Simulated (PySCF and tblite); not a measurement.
Results of a calculation; reference values are marked as such.
System: CH₉AsGeSi, numbered as in [CH3:1][As:2]([SiH3:3])[GeH3:4].

Motion: pyramidal inversion at As2. GFN2-xTB gives an electronic barrier of 34.4 kcal/mol.

Spin–orbit effects of heavy atoms on shieldings are missing.

(1) What does PBE0/pcSseg-1 + D3(BJ) give on GFN2-xTB geometries?

Programs: tblite and PySCF.

Results:

(1) A barrier of 25.6 kcal/mol, 8.8 below the tight-binding barrier (from unrounded values) and, with GFN2-xTB thermal terms, ΔG‡(298 K) = 24.9 kcal/mol and k = 3.2×10⁻⁶ s⁻¹ (1 equivalent path).
